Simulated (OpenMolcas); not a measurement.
Re4+ among 6 point charges of -1.7 e arranged as an octahedron (Oh), 1.74 Å from the ion.
```
   1.7400    0.0000    0.0000  -1.70
   0.0000    1.7400    0.0000  -1.70
  -1.7400    0.0000    0.0000  -1.70
   0.0000   -1.7400    0.0000  -1.70
   0.0000    0.0000    1.7400  -1.70
   0.0000    0.0000   -1.7400  -1.70
```

* Program: OpenMolcas
* Method: CASSCF
* Basis: ANO-RCC-VDZP [7s6p4d2f1g]
* Scalar Hamiltonian: DKH2, point nucleus
* Active space: 3 electrons in 5 orbitals (5d)
* State averaging: 2S+1 = 4 even, 10 roots; 2S+1 = 2 even, 40 roots
* Spin-orbit coupling: state interaction with AMFI integrals over the reference wave functions

Problem. What is the spin-free ground state (labels of O, the rotations of Oh)?

Solution. 4A2, 1-fold in its orbital part, 100 % from free-ion F terms; it has the highest spin that d3 allows.

Problem. Where is the first state of the same spin?

Solution. 4T2 at 21700 cm-1 above the ground state.

Problem. What are the lowest two levels with spin-orbit coupling?

Solution. A 4-fold level Γ8, then a 4-fold level Γ8 13021 cm-1 above it. Their leading multiplicities are 4 (95 %) and 2 (79 %).

Problem. What is χT at 300 K, and how does it compare with the textbook value?

Solution. The lowest level has 2S+1 = 4, for which the spin-only value is χT = S(S+1) / 2 = 1.875 cm3 K/mol (g = 2). The computed 0.982 at 300 K differs by -0.893, through orbital momentum, spin-orbit coupling and any other state in reach.

Problem. Which ligand-field parameters describe the states?

Solution. A least-squares ligand-field fit to the states below 45000 cm-1, each weighted by its degeneracy and with a free common offset, gives 10Dq = 22073 cm-1, B = 825 cm-1 and C = 3054 cm-1 (C/B = 3.70), with an rms deviation of 182 cm-1. 

Without dynamic correlation the repulsion within the d shell is too large (B by tens of per cent), so at a given field states of lower spin stand too high. This is an electrostatic model: the charges have no orbitals. No measured value stands beside these numbers.
